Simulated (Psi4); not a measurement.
Conformational energy of SMILES Cc1ccsc1-c1ccco1 (C9H8OS). Scanned: dihedral S5–C6–C7–O11; all other coordinates were relaxed at GFN2-xTB. Points at φ and −φ are mirror images.

Geometry of the scan point at 120° (Å):
```
19

C     -1.3934     1.6773     0.2276
C     -1.4565     0.2065    -0.0165
C     -2.6698    -0.4990    -0.2184
C     -2.4884    -1.8258    -0.4258
S     -0.8282    -2.2682    -0.3875
C     -0.3686    -0.6224    -0.0539
C      1.0336    -0.2729     0.0431
C      2.0279    -0.7888     0.8302
C      3.2167    -0.1234     0.4525
C      2.8648     0.7327    -0.5443
O      1.5514     0.6461    -0.8065
H     -0.3974     1.9743     0.5445
H     -1.6402     2.2181    -0.6858
H     -2.1116     1.9636     0.9943
H     -3.6345    -0.0235    -0.2053
H     -3.2284    -2.5813    -0.5999
H      1.9143    -1.5364     1.5883
H      4.1941    -0.2667     0.8652
H      3.4342     1.4301    -1.1262
```

Calculation: Psi4 1.11 with PBE-D3(BJ)/def2-SVP // GFN2-xTB.

Scanned values (°): -165, -150, -135, -120, -105, -90, -75, -60, -45, -30, -15, 0, 15, 30, 45, 60, 75, 90, 105, 120, 135, 150, 165, 180.

Task: Describe the profile: where are the wells and the tops?

Result: Lower than their neighbours: 0° (0.0 mEh), 180° (1.1 mEh). Higher than their neighbours: -90° (7.2 mEh), 90° (7.2 mEh). The whole profile spans 7.2 mEh.
